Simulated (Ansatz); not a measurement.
## A basis-limit estimate, worked out

An elementary step of Al2NH8O5, doublet (Al₂H₃O₄ ([OH][Al][O][Al]([OH])[OH]) + H₂O + NH₃ → AlH₃O₃ ([OH][Al]([OH])[OH]) + AlNH₃O ([NH2][Al][OH]) + H₂O; bonds formed: O2–H9, H7–O10; dative contacts that become bonds: Al1–N8; bonds broken: H7–N8, H9–O10). “Start” is the structure reached by relaxing down from the saddle towards the reactants; PBE0-D4/def2-TZVP structures. The saddle:

Al1  (-0.996, 0.414, 0.896)
O2  (-0.790, -0.419, -0.671)
Al3  (0.166, 0.834, -1.470)
O4  (-0.276, 1.783, -2.803)
O5  (1.793, 0.250, -1.429)
O6  (-2.505, 0.647, 1.641)
H7  (0.795, -1.415, 1.022)
N8  (0.251, -0.414, 2.022)
H9  (0.042, -1.353, -0.398)
O10  (0.925, -1.935, 0.082)
H11  (-1.129, 2.200, -2.905)
H12  (2.473, 0.648, -1.971)
H13  (-3.298, 0.898, 1.173)
H14  (1.021, 0.176, 2.316)
H15  (-0.140, -0.820, 2.866)
H16  (1.668, -1.494, -0.372)
(Å)

Computed with Ansatz 0.2.0 (basis: def2-TZVPP and def2-QZVPP); correlated methods freeze the cores; orbitals are unrestricted.

Energies in eV:

| quantity | saddle | start |
| --- | --- | --- |
| Hartree–Fock, triple zeta (X = 3) | -24973.15503 | -24974.52405 |
| Hartree–Fock, quadruple zeta (X = 4) | -24974.14235 | -24975.52618 |
| MP2 correlation, X = 3 | -44.16293 | -43.59287 |
| MP2 correlation, X = 4 | -47.65747 | -47.09066 |
| CCSD(T) correlation, X = 3 | -46.29409 | -45.77317 |

Work out the barrier at the basis limit: extrapolate Hartree–Fock as E(X) = E∞ + A exp(−7.88 √X) and the MP2 correlation as E(X) = E∞ + B X^−2.97 (the exponents that Neese and Valeev fitted for def2-TZVPP and QZVPP), then add CCSD(T) − MP2 in triple zeta.

Each step is linear, so take the differences first (saddle − start): Hartree–Fock 1.36902 (X = 3) and 1.38383 (X = 4); MP2 correlation -0.57006 and -0.56681; CCSD(T) correlation -0.52092.
Two points give E∞ = E(4) + w [E(4) − E(3)], with w = 1/(exp(7.88 (2 − √3)) − 1) = 0.1377 for Hartree–Fock and w = 1/((4/3)^2.97 − 1) = 0.7407 for the correlation.
Hartree–Fock: 1.38383 + 0.1377 × 0.01481 = 1.3859 eV.
MP2 correlation: -0.56681 + 0.7407 × 0.00325 = -0.5644 eV.
CCSD(T) − MP2: -0.52092 − (-0.57006) = 0.0491 eV.
Sum: 1.3859 + (-0.5644) + 0.0491 = 0.8706 eV, or 20.08 kcal/mol. Plain CCSD(T) in triple zeta gives 0.8481 eV, so the larger basis shifts the result by 0.0225 eV.

The T1 diagnostic stays at or below 0.015. ⟨S²⟩ of the unrestricted Hartree–Fock references: 0.75 (a pure state has 0.75).

Labels in which every atom is bracketed show which atoms are joined, not bond orders.

For scale, one of the runs: CCSD(T)/def2-TZVPP, 382 basis functions, launched by `ansatz run in.yaml --threads 4 --pin off --events-out ev --progress --plain --max-ram 46080MiB --backend cuda --devices 0, --max-vram 37GiB`. The run took 69 s on 4 CPU threads of an AMD EPYC 7R13 and a share of one NVIDIA H100 (shared host), with 1.7 GiB of host memory at its peak.
